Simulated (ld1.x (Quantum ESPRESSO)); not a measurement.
## Before and after: TM potential for Sm

Sm, norm-conserving Troullier–Martins (Kleinman–Bylander form), made with ld1.x (Quantum ESPRESSO) 7.5 (PBE, scalar-relativistic). Core [Kr] 4d10 4f6, reference 5s2 5p6 5d0 6s0 6p0 (charge +2). Waves: 5p (bound): rc 2.45 bohr; 5d (bound, empty): rc 2.60 bohr; 5s (bound): rc 2.25 bohr. Local part: the s channel. Core correction: a·sin(br)/r model core, default radius (core density twice the valence density).

All-electron outer shells of the reference configuration (PBE, scalar-relativistic, ld1.x):

```tsv
shell	level (eV)	outermost node (bohr)	outermost maximum (bohr)
5s	-56.65	0.69	1.27
5p	-36.53	0.74	1.43
4f	-15.71	–	0.61
6s	-13.78	1.68	3.23
5d	-13.62	0.83	2.03
6p	-9.81	1.98	3.90
```

Change: reference 5s2 5p6 5d0 6s1 6p1 (6p, 6s counted twice).

Cutoffs: the cutoffs (Ry, on a coarse ladder) from which the occupation-weighted sum of valence levels, in a spherical-Bessel basis at the reference potential, stays within 10 and 1 mRy of its value at 400 Ry; they do not see the model core or the augmentation charge, which bear on the density cutoff. Errors are all-electron minus pseudo energies relative to the spin-unpolarised reference configuration.

What does the change do?

The potential gets neither clearly harder nor softer (21 Ry and 35 Ry → 21 Ry and 35 Ry); the miss of the reference levels goes from 0.00 to 0.98 eV; the number of tests that count goes from 7 to 6; neither file shows a bound ghost at the reference potential, the only one tested. In the changed file ld1.x takes every shell without a wave as core, so the model core holds the 6p, 6s electrons as well and exchange and correlation see them twice. This cancels in the reference configuration, but the file is broken for other ones, and its errors say nothing about a proper core correction.

```csv
quantity,base,changed
"cutoff, loose",21 Ry,21 Ry
"cutoff, tight",35 Ry,35 Ry
bound ghosts,none,none
"largest miss of a reference level, eV",0.00,0.98
"tests counted (converged, no solver errors)",7 of 7,6 of 7
s: phases at 2.83 bohr within 0.05 rad from the reference energy up to (Ry; the scan ends near 5),-2.1,-1.2
p: phases at 2.83 bohr within 0.05 rad from the reference energy up to (Ry; the scan ends near 5),0.0,0.9
d: phases at 2.83 bohr within 0.05 rad from the reference energy up to (Ry; the scan ends near 5),2.1,2.9
```

Changed file: Tests not counted: 5s2 5p6 5d0 6s2 6p0 (solver errors, printed error -794 eV). These tests converged, but a pseudo level misses the all-electron one widely, so the file describes the atom poorly there or has found another state: 5s2 5p6 5d0 6s0 6p0: empty 6s by 2.7 eV.
